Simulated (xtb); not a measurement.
SiH2Br2, SMILES Br[SiH2]Br. All values are semi-empirical tight-binding results from xtb (GFN2-xTB unless named), good for trends rather than for accurate numbers. Geometry optimised at GFN2-xTB.

* **point group as xtb finds it**: C2v
* **orbital gap**: 5.53 eV
* **zero-point energy**: 11.9 kcal/mol
* **G − E(el) at 298.15 K (modified RRHO)**: -6.9 kcal/mol
* **static polarisability (D4 model)**: 70.6 bohr³
* **solvation energy, GFN2-xTB/ALPB(water)**: -0.3 kcal/mol
* **solvation energy, GFN2-xTB/ALPB(dmso)**: -5.6 kcal/mol
